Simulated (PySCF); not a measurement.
HgF4, SMILES [F][Hg]([F])([F])[F]. The structure is a stationary point at B3LYP-D3(BJ)/def2-SVP. The def2 effective core potentials stand for the cores of Hg; spin–orbit coupling is left out.

All values below come from B3LYP-D3(BJ)/def2-SVP in PySCF 2.14.0.

Harmonic wavenumbers (cm⁻¹): 162, 213, 215, 237, 237, 573, 575, 667, 667. Rotational constants (GHz): 3.629, 3.629, 1.814; symmetry number 8.

**Question.** Work out the zero-point energy and the ideal-gas rigid-rotor harmonic-oscillator thermochemistry at 298.15 K and 1 atm.

**Answer.** ZPE = ½ Σ hcν = ½ × 3547 cm⁻¹ = 5.07 kcal/mol. H − E(el) = 9.52 kcal/mol. Entropy in cal/(mol K): translation 42.75, rotation 22.87, vibration 11.88, total 77.50. G − E(el) = -13.59 kcal/mol. Cp = 21.01 cal/(mol K).
